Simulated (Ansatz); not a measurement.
`N=CC[TeH]`. Charge 0, multiplicity 1. Te takes the def2 core potential.

Z-matrix (Å, degrees):
```
C
C 1 1.481
Te 1 2.164 2 110.2
H 1 1.088 2 110.9 3 -118.1
H 1 1.089 2 112.8 3 117.6
N 2 1.265 1 120.8 3 109.7
H 2 1.098 1 115.6 3 -69.2
H 3 1.658 1 93.8 2 96.1
H 6 1.019 2 111.0 1 -179.1
```

**Question.** What are the harmonic wavenumbers in cm⁻¹ at PBE0-D4/def2-TZVP (Ansatz, finite differences of forces, unscaled)? (Best estimate.)

**Answer.** Computed: 66, 106, 239, 424, 546, 619, 795, 866, 1018, 1104, 1125, 1157, 1276, 1410, 1444, 1732, 2153, 3036, 3109, 3182, 3492.

**Question.** Is this a minimum?

**Answer.** Yes, all 21 modes are real.

**Question.** Give the ideal-gas thermochemistry at 298.15 K and 1 bar (rigid rotor, harmonic oscillator; point group C1, symmetry number 1).

**Answer.** Zero-point energy 172.9 kJ/mol; H(298) − E = 190.5 kJ/mol; entropy 333.6 J/(mol·K), of which translation 173.0, rotation 110.7, vibration 50.0; G(298) − E = 91.0 kJ/mol. Modes under 100 cm⁻¹ are hindered rotations or soft bends, so the harmonic entropy is rough.

**Question.** And at 400, 500, 600, 800 and 1000 K?

**Answer.** 
```csv
T (K),H − E (kJ/mol),S (J/mol/K),G − E (kJ/mol)
400,199.8,360.5,55.6
500,210.6,384.4,18.3
600,222.6,406.4,-21.2
800,249.8,445.4,-106.5
1000,280.2,479.2,-199.0
```
